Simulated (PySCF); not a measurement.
A PySCF script (with the pyscf-properties extension) for the NMR shieldings of `InChI=1S/C4H7ClSSi/c1-3(5)4-2-6-7-4/h4H,1-2,7H2/t4-/m0/s1`, on a GFN2-xTB geometry:

```python
import basis_set_exchange as bse
import numpy as np
from pyscf import gto, dft
from pyscf.prop import nmr

atoms = """
C     2.189963    0.834155   -0.202496
C     0.953904    0.484704   -0.518837
Cl    0.289582    0.965493   -2.053400
C     0.004419   -0.252204    0.344860
C    -0.634778   -1.491062   -0.300287
S    -2.419624   -1.278025    0.096576
Si   -1.663785    0.627085    0.730290
H     2.812818    1.408281   -0.864540
H     2.614949    0.546955    0.743203
H     0.528049   -0.536966    1.259680
H    -0.278824   -2.434478    0.107764
H    -0.525149   -1.504166   -1.382584
H    -2.008154    1.734867   -0.144767
H    -1.864050    0.894890    2.147437
"""
names = dict.fromkeys(["C", "Cl", "S", "Si", "H"], "pcSseg-1")
basis = {el: gto.basis.parse(bse.get_basis(n, elements=[el], fmt="nwchem")) for el, n in names.items()}
mol = gto.M(atom=atoms, basis=basis, charge=0, verbose=0)
mf = dft.RKS(mol, xc="PBE0")
mf.grids.level = 2
mf.grids.alignment = dft.numint.BLKSIZE   # the property module wants whole blocks of grid points
mf.conv_tol = 1e-9
mf.kernel()

calc = nmr.RKS(mf)   # GIAO
C = mf.mo_coeff
Co = C[:, mf.mo_occ > 0]
resp = mf.gen_response(singlet=True, hermi=2)
def vind(x):   # induced exchange potential for any number of trial vectors
    d = np.einsum("pi,xij,qj->xpq", C, 2 * x.reshape(-1, C.shape[1], Co.shape[1]), Co, optimize=True)
    return np.einsum("xpq,pi,qj->xij", resp(d - d.transpose(0, 2, 1)), C, Co, optimize=True).ravel()
mo1, _ = nmr.rhf.solve_mo1(calc, with_cphf=vind)
sigma = calc.kernel(mo1)
for i, s in enumerate(sigma):   # ppm
    w = np.linalg.eigvalsh((s + s.T) / 2)
    print("%2d %-2s iso %8.1f  s11 %8.1f  s22 %8.1f  s33 %8.1f" % (i, mol.atom_pure_symbol(i), w.mean(), *w))
```

**Question.** What are the results?

**Answer.** 
```
 0 C  iso     72.2  s11    -25.7  s22     99.7  s33    142.8
 1 C  iso     30.3  s11    -81.5  s22     68.9  s33    103.6
 2 Cl iso    719.6  s11    521.6  s22    658.1  s33    979.1
 3 C  iso    143.9  s11    122.0  s22    144.0  s33    165.6
 4 C  iso    151.2  s11    129.5  s22    146.5  s33    177.7
 5 S  iso    687.5  s11    479.2  s22    638.4  s33    944.9
 6 Si iso    362.5  s11    313.5  s22    374.6  s33    399.5
 7 H  iso     26.6  s11     23.4  s22     24.0  s33     32.5
 8 H  iso     26.5  s11     23.5  s22     24.7  s33     31.4
 9 H  iso     28.1  s11     24.2  s22     28.9  s33     31.3
10 H  iso     28.3  s11     23.7  s22     26.6  s33     34.8
11 H  iso     27.8  s11     24.2  s22     27.5  s33     31.7
12 H  iso     26.1  s11     22.6  s22     25.6  s33     30.0
13 H  iso     26.4  s11     23.1  s22     24.0  s33     32.0
```

These numbers come from an equivalent density-fitted implementation of the same equations, which agrees with the script to about 0.01 ppm for H and up to a few tenths of a ppm for heavy atoms, so last digits may differ.

**Question.** Turn these shieldings into chemical shifts. δ = σ(ref) − σ, references computed at the same level: ¹³C (186.93 ppm), ²⁹Si (349.16 ppm), ¹H (31.72 ppm) vs TMS; HCl for ³⁵Cl (949.78 ppm); ³³S (503.73 ppm) vs CS2.

**Answer.** Averaging equivalent atoms: C 1: 156.6; C 0: 114.7; C 3: 43.1; C 4: 35.7; Cl 2: 230; S 5: -184; Si 6: -13.4; H 12: 5.64; H 13: 5.34; H 8: 5.21; H 7: 5.08; H 11: 3.91; H 9: 3.58; H 10: 3.38 ppm. 

Size and cost of the density-fitted run: 175 basis functions, 50 s wall time on 1 thread of an Arm Neoverse V1, shared host; peak memory 0.8 GiB.
